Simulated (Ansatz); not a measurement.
Born–Oppenheimer molecular dynamics of C$_{2}$H$_{13}$NOSi$_{3}$ (20 atoms, charge 0, multiplicity 1). It starts from a relaxed structure.

Computed with RKS BHLYP/STO-3G in Ansatz 0.2.0.

```
ensemble                      : NVE (velocity Verlet)
time step                     : 1 fs
steps asked                   : 300
starting velocities drawn for : 1500 K
seed                          : 555534
```

First frame:

```xyz
20
Properties=species:S:1:pos:R:3
Si 0.024 -0.197 -0.136
N 0.026 -0.299 1.609
C -1.188 -0.667 2.363
H -1.762 -1.420 1.811
H -0.915 -1.101 3.333
H -1.857 0.185 2.564
C 0.869 0.646 2.368
H 1.116 0.229 3.353
H 1.806 0.823 1.830
H 0.388 1.624 2.538
H 1.407 -0.100 -0.506
O -0.643 1.223 -0.716
Si -2.217 1.705 -0.433
H -2.410 2.134 0.925
H -2.494 2.803 -1.310
H -3.153 0.646 -0.697
Si -0.919 -2.067 -0.995
H -2.263 -2.269 -0.543
H -0.950 -1.992 -2.425
H -0.154 -3.222 -0.630
```

(1) How far do the bonds stretch over the last three quarters of this one trajectory? (Pairs bonded in most of those frames.)

Results:

(1) 
```
    bond  mean (Å)  spread (Å)  shortest  longest
  Si1–N2     1.762       0.045      1.62     1.86
 Si1–H11     1.444       0.040      1.39     1.51
 Si1–O12     1.684       0.037      1.60     1.75
Si1–Si17     2.277       0.063      2.16     2.41
   N2–C3     1.487       0.048      1.37     1.61
   N2–C7     1.494       0.068      1.37     1.64
   C3–H4     1.104       0.046      1.01     1.20
   C3–H5     1.111       0.045      1.01     1.20
   C3–H6     1.109       0.056      1.00     1.23
   C7–H8     1.113       0.057      0.99     1.22
   C7–H9     1.106       0.054      0.99     1.22
  C7–H10     1.111       0.055      0.99     1.24
O12–Si13     1.690       0.034      1.63     1.79
Si13–H14     1.440       0.035      1.38     1.50
Si13–H15     1.437       0.026      1.39     1.49
Si13–H16     1.443       0.059      1.35     1.54
Si17–H18     1.437       0.014      1.41     1.47
Si17–H19     1.442       0.055      1.35     1.53
Si17–H20     1.446       0.067      1.34     1.55
```

Mean temperature of the second half: 755 K. The conserved energy wandered by up to 5.5 meV per atom (net 3.6 meV per atom), which is poor conservation. The temperature averaged 0.50 of the 1500 K drawn at the start: a run that starts near a minimum puts about half its kinetic energy into the potential. A run of 0.3 ps of so small a system gives no equilibrium averages. Limits of this set-up: minimal basis.

Run time: 37 min on 1 thread of Arm Neoverse V1, on a shared host, peak memory 0.17 GiB.
